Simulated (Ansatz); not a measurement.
ZnCl₃⁻, relaxed as a quintet with UKS PBE-D4/def2-SVPD in Ansatz, starting from the PBE-D4/def2-SVPD geometry of the charge -1 singlet. Force threshold 0.02 eV/Å.

The highest occupied level of the charge -1 quintet lies above zero (up to 2.17 eV). The electron is either unbound and held by the finite basis, or the level is raised by self-interaction error. The gap within one spin of the charge -1 quintet nearly closes, so an electron or hole may be smeared out by delocalisation error. At PBE-D4/def2-SVPD a singlet of charge -1 lies 10.30 eV below the quintet, each at its own geometry. The structure comes from a short search, and lower isomers may exist.

Start:

```xyz
4

Zn    0.000    0.000    0.000
Cl    1.572    1.227    1.023
Cl   -1.306    0.931   -1.566
Cl   -0.266   -2.159    0.543
```

```tsv
step	energy (eV)	largest force component (eV/Å)	SCF passes
1	-85943.1003	1.804	312
2	-85943.7445	1.082	61
3	-85944.2112	0.375	27
4	-85944.3252	0.004	28
```

Force components are those of the run's own axes.

End:

```xyz
4

Zn   -0.0004   -0.0003   -0.0003
Cl    1.9403    1.5146    1.2622
Cl   -1.6116    1.1500   -1.9330
Cl   -0.3282   -2.6643    0.6710
```

By distances, no bond broke or formed. The bond that changes most is Zn1–Cl2, from 2.24 to 2.77 Å (atoms count from 1).

No frequencies were taken in this run, so the end may be a saddle point.

Hardware: 4 threads of Intel Xeon on a shared host. Wall time 20 s.
